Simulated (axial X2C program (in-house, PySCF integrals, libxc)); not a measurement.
Spectroscopic constants of TaB⁺

Computed with an in-house relativistic program for diatomic molecules. Spin-free means the one-electron spin-free X2C Hamiltonian. Basis: Ta dyall-cv3z [13s14p9d7f4g], B dyall-v3z [7s6p2d1f] (cores contracted in-house); Gaussian nuclei, density fitting, unrestricted open shells. Masses: Ta 180.948 u, B 11.009 u.

The run was started with this input:
```json
{
 "zs": [
  73,
  5
 ],
 "q": 1,
 "bas": [
  "dyall-cv3z",
  "dyall-v3z"
 ],
 "levels": [
  "PBE0",
  "HF",
  "r2SCAN"
 ],
 "cc": true,
 "r0": 2.31,
 "thr": -1.0,
 "nmax": 90,
 "npts": 10,
 "nst": 2,
 "ntry": 6
}
```
```bash
python so2c.py task.json out
```

Keys: zs atomic numbers; q charge; bas basis sets; levels methods; cc coupled cluster on or off; r0 starting distance in Å; thr threshold in hartree for freezing inner shells (an s shell follows its p shell); nmax most natural virtual spinors; npts points on the curve; nst determinants followed; ntry starts of the search. HF also brings MP2.

State, spin-free: M_S = 5/2, Λ = 2 (beyond evenly filled blocks: 2 × σα, π+α, π-α, δ+α); electrons by block: σα: 16, σβ: 14, π+α: 8, π+β: 7, π-α: 8, π-β: 7, δ+α: 4, δ+β: 3, δ-α: 3, δ-β: 3, φ+α: 1, φ+β: 1, φ-α: 1, φ-β: 1. Fragments: Ta+ + B.

| Hamiltonian | level | Re (Å) | ωe (cm⁻¹) | Be (cm⁻¹) | De (eV) | k (mdyn/Å) | μ (D) |
| --- | --- | --- | --- | --- | --- | --- | --- |
| spin-free | PBE0 | 2.091 | 646.2 | 0.3717 | 3.43 | 2.55 | -0.53 |
| spin-free | HF | 2.160 | 498.7 | 0.3482 | 1.65 | 1.52 | -0.71 |
| spin-free | MP2 | 2.064 | 709.7 | 0.3814 | 2.83 | 3.08 | n/a |
| spin-free | CCSD | 2.116 | 624.5 | 0.3627 | 2.77 | 2.38 | n/a |
| spin-free | CCSD(T) | 2.115 | 631.1 | 0.3631 | 2.93 | 2.44 | n/a |
| spin-free | r2SCAN | 2.094 | 642.6 | 0.3705 | 3.44 | 2.52 | -0.43 |

Correlated methods: 7 electrons correlated (number of frozen shells: Ta 5 s, 4 p, 2 d, 1 f; B 1 s), 295 virtual spin orbitals or spinors in MP2, 90 natural virtuals in coupled cluster.

Dipoles are positive if B is the positive end and refer to the centre of mass.

One determinant describes the state; a PBE0 search over occupations chose it and may have missed a lower one. De is counted from the lowest determinant-based energies of the atoms at the same level, without counterpoise correction. Coupled cluster ran in a truncated set of natural virtual spinors; the MP2 energy of the rest was added. (T) has no such correction and the atoms are truncated less, which lowers De at CCSD(T) by a hundredth of an eV or more. Without a current term, density functionals place determinants with orbital angular momentum somewhat too high. The outer-core s and p shells of the metal are frozen in the correlated rows, which leaves out core–valence correlation; for alkali and alkaline-earth bonds that tends to lengthen them. The T1 diagnostic is large, a sign of multireference character. With the outer-core shells frozen, correlated bond lengths of heavy atoms tend to come out a few hundredths of an ångström too long.

No reliable constants came from CCSD (2c), CCSD(T) (2c), HF (2c), MP2 (2c), PBE0 (2c), r2SCAN (2c): no minimum in range, unconverged points, a curve that is not smooth, a change of character along it, or the two Hamiltonians disagreeing along it.

The whole task took 5.2 min on 1 thread of Intel(R) Xeon(R) Platinum 8488C (Sapphire Rapids), with other jobs on the host.
